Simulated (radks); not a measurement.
Values are calculated unless marked as measured or tabulated.
Ce2+, configuration [Xe] 4f1 7f1 (not the ground configuration). Level of theory: Dirac Kohn-Sham, PBE, spin-unpolarised, spherical densities, finite nucleus; open shells fill j = l - 1/2 first; Fermi nuclear charge, rms radius 4.8771 fm (a radial shooting solver on a logarithmic mesh with Libxc functionals).

Normalised radial functions P(r) = r R(r) (large component), r in bohr:

r	4d5/2
0.004079	0.0002
0.006862	0.0010
0.01154	0.0041
0.01926	0.0164
0.03239	0.0604
0.05449	0.1903
0.09092	0.4587
0.1529	0.7205
0.2572	0.3633
0.4327	-0.7859
0.722	-1.2590
1.214	-0.5587
2.043	-0.0696
3.408	-0.0015
5.733	0.0000
9.643	0.0000
16.22	0.0000
27.06	0.0000
45.52	0.0000

4d5/2: eigenvalue -130.00 eV, 1 radial node at r = 0.309 bohr, <r> = 0.748 bohr, 90 % of the charge inside 1.12 bohr.
